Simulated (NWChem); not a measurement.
Molecule: TiN₃H₅; SMILES [NH]=[Ti]([NH2])[NH2]

```xyz
9

Ti    -0.0371     0.0779     0.0000
N     -1.6941    -0.0504     0.0000
H     -2.7058    -0.1609     0.0000
N      0.7947    -0.0510     1.7111
H      0.3266    -0.1686     2.6060
H      1.8001    -0.0744     1.8783
N      0.7947    -0.0510    -1.7111
H      1.8001    -0.0744    -1.8783
H      0.3266    -0.1686    -2.6060
```
Atoms are numbered in this order, from 1.

All runs: NWChem. Pople sets run with spherical d functions. The geometry was optimised at PBE0/def2-SVP. No frequency run checked for a minimum.

For level PBE0/6-31G*:

| Quantity | Value |
|---|---|
| highest occupied level (eV) | -6.51 |

Task: How do the values read with level PBE0/3-21G instead?

Result: The highest occupied level (eV) is -6.16.
